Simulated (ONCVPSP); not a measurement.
# silver: variants of one ONCV potential

Base potential:

- Element: silver
- Generator: ONCVPSP 4.0.1
- Type: optimised norm-conserving Vanderbilt (ONCV)
- Functional: PBE
- Relativity: fully relativistic
- Frozen core: [Ar] 3d10
- Valence charge: 19
- Reference configuration: 4s2 4p6 4d10 5s1
- Partial waves: 4s+5s: rc 1.55 bohr, ncon 4, nbas 7, qcut 8.7 1/bohr, 2 projectors; 4p: rc 1.40 bohr, ncon 4, nbas 8, qcut 8.2 1/bohr, 2 projectors, debl 3.9 Ha; 4d: rc 1.40 bohr, ncon 4, nbas 9, qcut 10.2 1/bohr, 2 projectors, debl 0.4 Ha
- Local potential: polynomial inside 0.95 bohr (lpopt 5, dvloc0 3 Ha)
- Core correction: none

Open shells are filled in proportion to 2j + 1.

Cutoffs, loose and tight: the cutoffs (Ha) at which the residual kinetic energy of the hardest occupied pseudo-wave falls to 1 and 0.1 mHa per electron. They do not see the model core or the augmentation charge, which bear on the density cutoff. Test errors are all-electron minus pseudo excitation energies from the reference, over the configurations 4s2 4p6 4d10 5s0; 4s2 4p6 4d9 5s0; 4s2 4p6 4d8 5s0; 4s2 4p6 4d7 5s0. A dash means not determined; rows that change the core or the reference have their own tests. The largest error is taken over the tests solved by every variant that gives reliable tests at all: 4s2 4p6 4d10 5s0; 4s2 4p6 4d8 5s0; 4s2 4p6 4d9 5s0.

```csv
change,outcome,"cutoff, loose","cutoff, tight",bound ghosts,GHOST(+) flags above zero,largest test error (meV)
base,generated,34 Ha,41 Ha,none,none,+2.8
"local potential polynomial inside 1.05 bohr (lpopt 5, dvloc0 1 Ha)",generated,34 Ha,41 Ha,none,s,+2.9
"local potential polynomial inside 0.95 bohr (lpopt 5, dvloc0 -1 Ha)",generated,34 Ha,41 Ha,none,s,+2.7
p: rc 1.18,generated,34 Ha,133 Ha,none,none,+2.1
s: qcut 12.4; p: qcut 11.7; d: qcut 14.6,generated,38 Ha,47 Ha,none,s,+1.8
d: debl 2.05,generated,34 Ha,41 Ha,none,none,+2.9
s: nbas 8,generated,34 Ha,41 Ha,none,s,+2.8
```
